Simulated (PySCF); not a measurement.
In: ionisation energy

In [Kr] 4d10 5s2 5p1 (2P) → In⁺ [Kr] 4d10 5s2 (1S), as a difference of total energies. Computed with PySCF 2.14 in x2c-TZVPall (8s6p4d2f, 60 functions), with the spin-free X2C one-electron Hamiltonian (Gaussian nucleus). Correlated levels: valence: [Kr] 4d10 frozen. The calculations carry no spin-orbit coupling.

```
           method  ionisation energy (eV)  error (eV)
              UHF                   5.205      -0.398
             MN15                   5.697      +0.094
             PBE0                   5.614      +0.011
    MP2 (valence)                   5.378      -0.225
SCS-MP2 (valence)                   5.361      -0.242
```

Reference: 5.603 eV (measured; NIST levels, between the centres of gravity of the two terms).

Errors of the correlated levels include the incompleteness of this basis and the frozen core.
